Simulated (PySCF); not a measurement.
CH₄BrClO₂Si. Atoms are numbered in the order given.

```xyz
10

C     -2.3699    -0.0847    -1.4087
O     -1.2890     0.7569    -1.0442
Si     0.1804     0.2687    -0.5335
O      0.9095    -0.5852    -1.7355
Cl     1.2436     1.9504    -0.0368
Br    -0.0041    -1.0239     1.2812
H     -2.1050    -0.7247    -2.2670
H     -2.6751    -0.7283    -0.5658
H     -3.2186     0.5548    -1.6904
H      1.7310    -1.0494    -1.5337
```
Charge 0, spin multiplicity 1.

Geometry: B3LYP-D3(BJ)/def2-SVP. One conformer was computed; it need not be the lowest.

All values below come from TDA-PBE/def2-SVPD run with PySCF.

Vertical excitations. Isolated molecule, no solvent.

Computed lowest excited states:
```tsv
state	energy (eV)	λ (nm)	f	main pairs
S1	6.08	204	0.012	HOMO→LUMO 95 %
S2	6.21	200	0.016	HOMO−1→LUMO 94 %
S3	6.44	192	0.016	HOMO−2→LUMO 95 %
S4	6.81	182	0.011	HOMO−3→LUMO 60 %, HOMO→LUMO+1 35 %
S5	6.90	180	0.019	HOMO→LUMO+1 55 %, HOMO−3→LUMO 27 %, HOMO−1→LUMO+1 9 %
S6	6.94	179	0.009	HOMO−1→LUMO+1 82 %
S7	7.09	175	0.035	HOMO−4→LUMO 86 %
S8	7.18	173	0.015	HOMO−2→LUMO+1 94 %
S9	7.25	171	0.031	HOMO−5→LUMO 88 %
S10	7.45	167	0.025	HOMO→LUMO+2 94 %
T1	5.85	212	0	HOMO→LUMO 91 %
T2	5.91	210	0	HOMO−1→LUMO 90 %
T3	6.19	200	0	HOMO−2→LUMO 96 %
T4	6.57	189	0	HOMO−3→LUMO 94 %
```
Triplets are in the Tamm–Dancoff approximation.
